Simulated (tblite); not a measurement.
Species: C7H11O3S (charge -1).
Z-matrix (Å and degrees, GFN2-xTB geometry), rows numbered from 1:
```
C 
C   1  1.5057
C   2  1.5061  1  121.62
C   2  1.4930  1  119.49  3   -70.97
C   4  1.5192  2  126.54  3  -116.52
C   5  1.5214  4   87.84  2  -130.44
S   6  1.8398  5  107.70  4   101.77
O   7  1.4610  6  105.83  5   -45.81
O   7  1.4622  6  104.57  5  -166.07
O   7  1.4626  6  104.21  5    74.05
C   4  1.5190  2  125.87  3   117.98
H   1  1.0882  2  110.68  3    24.17
H   1  1.0908  2  111.22  3   -96.91
H   1  1.0890  2  107.93  3   143.07
H   2  1.0842  1  113.52  3   147.06
H   3  1.0822  2  118.04  4   107.43
H   3  1.0820  2  118.79  4  -108.34
H   5  1.0885  4  115.57  2   -17.11
H   5  1.0938  4  114.22  2   112.08
H   6  1.0845  5  120.02  4  -134.48
H  11  1.0940  4  114.47  2  -111.73
H  11  1.0896  4  115.28  2    17.20
```

Computed with GFN2-xTB (tblite): harmonic, unscaled wavenumbers at the GFN2-xTB geometry, gas phase. This tight-binding method is rough: wavenumbers can miss measured ones by several per cent, in bad cases by 10 to 20. One conformer, not necessarily the lowest.

Harmonic wavenumbers (cm⁻¹): 30.0, 55.2, 109.5, 176.2, 211.7, 221.1, 227.8, 280.3, 331.0, 372.1, 413.0, 446.5, 468.4, 497.5, 506.8, 596.5, 660.7, 827.4, 842.3, 865.9, 888.6, 929.2, 944.5, 968.0, 981.6, 1000.2, 1032.3, 1043.2, 1063.5, 1084.9, 1105.7, 1125.6, 1140.9, 1148.3, 1151.9, 1180.0, 1189.9, 1199.9, 1225.2, 1240.4, 1253.8, 1319.3, 1395.7, 1427.3, 1448.8, 1460.0, 1489.8, 1499.5, 1513.2, 2920.1, 2922.4, 2986.1, 2993.6, 3006.0, 3011.2, 3022.2, 3025.1, 3033.7, 3051.7, 3059.5.

A = 1977, B = 711.4, C = 649.7 MHz; mass 175.043 u (most abundant isotopes); point group C1, symmetry number 1.

Question: Zero-point energy?

Answer: ½Σν̃ = 37811 cm⁻¹ = 108.11 kcal/mol.

Question: Give the ideal-gas entropy at 298.15 K and 1 bar in the rigid-rotor, harmonic-oscillator model (classical rotation).

Answer: Translation 41.41, rotation 30.24, vibration 32.55: S = 104.2 cal/(mol K).

Question: And Cp and H(298.15 K) − H(0)?

Answer: Cp = 43.38 cal/(mol K), of which vibrations give 35.43 (their classical limit is 60 R = 119.2); H(298.15 K) − H(0) = 7.49 kcal/mol without the zero-point energy, 5.12 from vibrations.

Question: Blend soft modes into free rotors: weight 1/[1 + (100 cm⁻¹/ν̃)⁴] for the oscillator and the rest for a rotor with moment μB/(μ + B), μ = h/(8π²ν), B = 10⁻⁴⁴ kg m². What vibrational entropy results?

Answer: 29.52 cal/(mol K) in place of 32.55, which changes −T·S at 298.15 K by +0.90 kcal/mol.

Question: What must be added to the electronic energy to get the Gibbs energy at 298.15 K and 1 bar?

Answer: ZPE + [H(298.15 K) − H(0)] − T·S = 108.11 + 7.49 − 31.07 = 84.53 kcal/mol.

Question: Which modes carry the vibrational entropy at 298.15 K?

Answer: 30.0 cm⁻¹: 5.83; 55.2 cm⁻¹: 4.62; 109.5 cm⁻¹: 3.28; 176.2 cm⁻¹: 2.37; 211.7 cm⁻¹: 2.03; 221.1 cm⁻¹: 1.95 cal/(mol K); the other 54 give 12.47 together.

Question: How do the functions run with temperature in this model?

Answer: 
```json
{"T (K)": "50", "S (cal/(mol K))": "61.6", "Cp (cal/(mol K))": "13.2", "H − H(0) (kcal/mol)": "0.52", "G − H(0) (kcal/mol)": "-2.56", "ln q(vib)": "0.83"}
{"T (K)": "100", "S (cal/(mol K))": "72.6", "Cp (cal/(mol K))": "19.2", "H − H(0) (kcal/mol)": "1.33", "G − H(0) (kcal/mol)": "-5.93", "ln q(vib)": "2.13"}
{"T (K)": "373.15", "S (cal/(mol K))": "115.0", "Cp (cal/(mol K))": "52.9", "H − H(0) (kcal/mol)": "11.11", "G − H(0) (kcal/mol)": "-31.80", "ln q(vib)": "9.93"}
{"T (K)": "500", "S (cal/(mol K))": "132.5", "Cp (cal/(mol K))": "66.8", "H − H(0) (kcal/mol)": "18.73", "G − H(0) (kcal/mol)": "-47.50", "ln q(vib)": "13.68"}
{"T (K)": "750", "S (cal/(mol K))": "163.4", "Cp (cal/(mol K))": "85.5", "H − H(0) (kcal/mol)": "37.96", "G − H(0) (kcal/mol)": "-84.59", "ln q(vib)": "21.01"}
{"T (K)": "1000", "S (cal/(mol K))": "189.7", "Cp (cal/(mol K))": "97.1", "H − H(0) (kcal/mol)": "60.89", "G − H(0) (kcal/mol)": "-128.82", "ln q(vib)": "27.92"}
```

q(vib) and H(0) count from the zero-point level.

Hindered rotation and anharmonicity are outside this model. Other conformers, if any are populated, would add a mixing term that is left out. The structure is chiral; the term R ln 2 for an equal mix with its mirror image is left out.

On Arm Neoverse V1, one thread (shared host), this took 1.1 s. This covers the Hessian and the dipole derivatives.
